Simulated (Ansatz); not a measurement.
Isolated molecules relaxed with PBE0-D4/def2-TZVP in Ansatz; ΔE leaves out vibrations. CBS: MP2 limit from def2 TZ/QZ plus the TZ coupled-cluster correction, frozen cores. DFT in def2-TZVPP. Elements past krypton have def2 core potentials. For Sb outer-core shells are correlated without core-valence functions, which leaves a few kJ/mol of doubt a bond. One conformer a species, not always the lowest.

Consider the redistribution: `CC[SiH2][SbH2]` + `C=[N][Al]([NH2])[OH]` → `C=N[SiH2][SbH2]` + `C[CH2][Al]([NH2])[OH]`.

```tsv
level	ΔE (eV)
PBE0-D4	0.25
ωB97X-V	0.27
ωB97M-V	0.25
HF/def2-TZVPP	0.35
CCSD(T)/def2-TZVPP	0.27
MP2/def2-QZVPP	0.28
SCS-MP2/def2-QZVPP	0.29
MP2/CBS(def2)	0.27
```

Problem. What does CCSD(T)/CBS give? (Best estimate.)

Solution. The calculation gave: +0.26 eV. The listed levels differ from it by -0.01, 0.01, -0.01, 0.09, 0.01, 0.02, 0.03, 0.01 eV.

Largest T1 diagnostic among the species: 0.014.

In def2-TZVPP, CCSD(T) changes the Hartree–Fock value by −0.08 eV (the triples alone add −0.03 eV) and MP2 by −0.07 eV. From PBE to PBE0 (25 % exact exchange), in def2-TZVPP and without D4, ΔE moves by +0.05 eV.
